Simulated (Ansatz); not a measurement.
Other settings, tried on Ga9P9 (the lowest singlet isomer of a short search).

```yaml
crystal:
  periodic: [false, false, false]
  atoms:
    - {symbol: Ga, position_ang: [-2.526870, 0.871111, -0.697543]}
    - {symbol: Ga, position_ang: [1.275953, 1.409869, 1.099125]}
    - {symbol: Ga, position_ang: [-2.265997, -0.616645, 1.603628]}
    - {symbol: Ga, position_ang: [3.095295, -0.916436, 0.566615]}
    - {symbol: Ga, position_ang: [0.959669, -1.015806, 1.912011]}
    - {symbol: Ga, position_ang: [-1.265618, -2.467437, -0.386929]}
    - {symbol: Ga, position_ang: [2.562750, 0.894027, -1.804455]}
    - {symbol: Ga, position_ang: [-0.632024, 0.860922, 3.459251]}
    - {symbol: Ga, position_ang: [0.115034, -2.475106, -2.827573]}
    - {symbol: P, position_ang: [-3.449937, -1.214611, -0.358182]}
    - {symbol: P, position_ang: [0.242457, 0.727991, -2.531103]}
    - {symbol: P, position_ang: [3.496075, 1.485334, 0.297665]}
    - {symbol: P, position_ang: [2.357273, -1.577289, -1.732309]}
    - {symbol: P, position_ang: [-1.054982, 2.373278, -1.773391]}
    - {symbol: P, position_ang: [-0.429110, 2.870117, 0.361784]}
    - {symbol: P, position_ang: [0.532800, -0.634035, -0.783329]}
    - {symbol: P, position_ang: [-2.139067, 1.853867, 1.478936]}
    - {symbol: P, position_ang: [-0.873682, -2.429144, 2.115810]}
basis:
  gaussian: {orbitals: 6-31G}
hamiltonian: {xc: {name: PBE0}}
scf: {omitted_lower_state_checks: [starts]}
output: {forces: true}
```

```sh
$ ansatz run in.yaml --threads 2 --pin off --events-out ev --progress --plain --max-ram 32768MiB --backend cuda --devices 0, --max-vram 18GiB
```

It prints (some lines left out):

```
Functional definition: PBE0
3510 factors; integrals over basis functions are off by at most 1.3e-4 eV
mean field evaluation 1: about -554820.5887 eV, gradient 4.7e1 eV
mean field evaluation 2: about -554811.4326 eV, gradient 7.0e1 eV
mean field evaluation 4: about -554825.7688 eV, gradient 5.9e0 eV
mean field evaluation 8: about -554826.1013 eV, gradient 6.8e-1 eV
mean field evaluation 16: about -554826.1033 eV, gradient 1.2e-3 eV
mean field -554826.10334659 eV, -20389.4832233470 hartree, gradient 6.1e-5 eV, S^2 0.000000; 0 other end points of the search recorded, 0 dependent functions left out
reference -554826.10339508 eV, -20389.4832251291 hartree; 207, 207 occupied and 171, 171 virtual orbitals, 3510 factors
Total energy: -554826.10339508 eV, -20389.4832251291 hartree
Atom 0 at    -2.526870     0.871111    -0.697543 Å, force    -0.330571     0.023681    -0.096125 eV/Å
Atom 1 at     1.275953     1.409869     1.099125 Å, force    -0.306638    -0.189839     0.087380 eV/Å
Atom 2 at    -2.265997    -0.616645     1.603628 Å, force    -0.177517    -0.037955     0.153435 eV/Å
Atom 3 at     3.095295    -0.916436     0.566615 Å, force    -0.038664    -0.329275     0.425871 eV/Å
Atom 4 at     0.959669    -1.015806     1.912011 Å, force     0.514406     0.139528    -0.164640 eV/Å
Atom 5 at    -1.265618    -2.467437    -0.386929 Å, force     0.069917    -0.304041    -0.305705 eV/Å
Atom 6 at     2.562750     0.894027    -1.804455 Å, force     0.202700     0.240405    -0.353458 eV/Å
Atom 7 at    -0.632024     0.860922     3.459251 Å, force     0.026533     0.093170     0.590283 eV/Å
Atom 8 at     0.115034    -2.475106    -2.827573 Å, force    -0.263920    -0.310801    -0.365690 eV/Å
Atom 9 at    -3.449937    -1.214611    -0.358182 Å, force    -0.429122    -0.141912    -0.146564 eV/Å
Atom 10 at     0.242457     0.727991    -2.531103 Å, force     0.260222     0.159811    -1.291871 eV/Å
Atom 11 at     3.496075     1.485334     0.297665 Å, force     0.536456     0.390937     0.000073 eV/Å
Atom 12 at     2.357273    -1.577289    -1.732309 Å, force     1.257998    -0.690482    -0.483459 eV/Å
Atom 13 at    -1.054982     2.373278    -1.773391 Å, force    -0.686858     0.646249    -0.761056 eV/Å
Atom 14 at    -0.429110     2.870117     0.361784 Å, force     1.048986     0.816864     0.469566 eV/Å
Atom 15 at     0.532800    -0.634035    -0.783329 Å, force    -0.814552    -0.094343     1.443531 eV/Å
Atom 16 at    -2.139067     1.853867     1.478936 Å, force    -0.840217    -0.134871     0.423793 eV/Å
Atom 17 at    -0.873682    -2.429144     2.115810 Å, force    -0.029160    -0.277125     0.374636 eV/Å
Dipole moment:     0.667337    -0.465940    -0.193353 e Å
Checks for a lower state left out: starts
```

It took 17 s on 2 threads of AMD EPYC 7R13 on a shared host and a share (18 GiB) of an NVIDIA H100 80GB HBM3, peak host memory 2.7 GiB.

The 6-31G sets use Cartesian d functions.
